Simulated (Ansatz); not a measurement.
Cost and result for the atomization energy of CH$_{4}$F$_{2}$GeO, SMILES `FC(F)[O][GeH3]` (9 atoms, 8 bonds).

Cartesian coordinates in Å:
```
F -0.227 0.798 1.840
C 0.239 -0.362 1.301
F 1.549 -0.119 1.000
O -0.453 -0.715 0.220
Ge -0.331 0.233 -1.326
H 0.198 -1.140 2.068
H -1.611 -0.185 -2.050
H 0.930 -0.236 -2.058
H -0.294 1.727 -0.996
```

Total charge 0; spin multiplicity 1. Correlated methods include outer-core shells of Ge, which these sets cover unevenly. Scalar relativity is left out up to krypton. The geometry is a stationary point of PBE0-D4/def2-TZVP. It is one conformer, not always the lowest. Program: Ansatz. All runs use 4 threads of an Arm Neoverse V2 on a shared host. Times are those of one run each, without the atoms' runs, and a repeat can differ threefold. Electronic energies, without spin–orbit coupling; frozen cores. CCSD(T)/CBS adds CCSD(T) − MP2 in def2-TZVPP to the MP2 limit, and its time is that of the two runs behind it. T1 = 0.012. With those shells the extrapolation isn't a true limit. B3LYP takes the VWN-RPA correlation (the form of Gaussian; ORCA's B3LYP/G).

CCSD(T)/CBS is a level of theory with its own doubt, some kJ/mol a heavy atom from the limit and from the frozen cores, so smaller differences don't rank the functionals.

| level | functions | wall time |
| --- | --- | --- |
| LDA (SPW92)/def2-TZVPP | 228 | 1.1 s |
| revPBE-D4/def2-TZVPP | 228 | 1.8 s |
| BLYP-D4/def2-TZVPP | 228 | 1.8 s |
| PBE-D4/def2-TZVPP (with forces) | 228 | 2.1 s |
| BHLYP-D4/def2-TZVPP | 228 | 2.9 s |
| CAM-B3LYP-D4/def2-TZVPP | 228 | 3.1 s |
| B3LYP-D4/def2-TZVPP (with forces) | 228 | 3.8 s |
| r2SCANh-D4/def2-TZVPP | 228 | 4.6 s |
| PBE-QIDH/def2-TZVPP | 228 | 4.8 s |
| CCSD(T)/def2-SVP | 108 | 8.5 s |
| MP2/def2-QZVPP | 437 | 20 s |
| CCSD(T)/def2-TZVPP | 228 | 3.3 min |
| CCSD(T)/CBS(def2) | – | 3.7 min |

What atomization energy does each give, and how far from CCSD(T)/CBS? (Estimate.)

Computed: 
```
                            level  atomization (kJ/mol)  difference from CCSD(T)/CBS  per bond
           LDA (SPW92)/def2-TZVPP                3671.4                        561.2      70.1
             revPBE-D4/def2-TZVPP                3066.7                        -43.5      -5.4
               BLYP-D4/def2-TZVPP                3093.0                        -17.2      -2.2
  PBE-D4/def2-TZVPP (with forces)                3172.4                         62.2       7.8
              BHLYP-D4/def2-TZVPP                2952.4                       -157.8     -19.7
          CAM-B3LYP-D4/def2-TZVPP                3118.8                          8.6       1.1
B3LYP-D4/def2-TZVPP (with forces)                3077.3                        -32.9      -4.1
            r2SCANh-D4/def2-TZVPP                3081.8                        -28.4      -3.6
              PBE-QIDH/def2-TZVPP                3067.5                        -42.7      -5.3
                 CCSD(T)/def2-SVP                2930.8                       -179.4     -22.4
                   MP2/def2-QZVPP                3156.3                         46.1       5.8
               CCSD(T)/def2-TZVPP                3035.5                        -74.7      -9.3
                CCSD(T)/CBS(def2)                3110.2                          0.0       0.0
```

From PBE to PBE0 (25 % exact exchange), in def2-TZVPP and without D4, the atomization energy moves by −88.5 kJ/mol: exact exchange takes away binding that semilocal exchange gives to molecules. At CCSD(T), def2-SVP lies −179.5 kJ/mol from the extrapolated value and def2-TZVPP −74.8 kJ/mol: correlation converges slowly with the basis, and small sets miss more of it in the bonded molecule than in its fragments. In def2-TZVPP, CCSD(T) changes the Hartree–Fock value by +892.0 kJ/mol (the triples alone add +55.5 kJ/mol) and MP2 by +968.8 kJ/mol; breaking electron pairs costs correlation energy, which Hartree–Fock lacks.

For some Ge, Se and Sn compounds the MP2-based and the directly extrapolated limit differ by 10 to 25 kJ/mol.
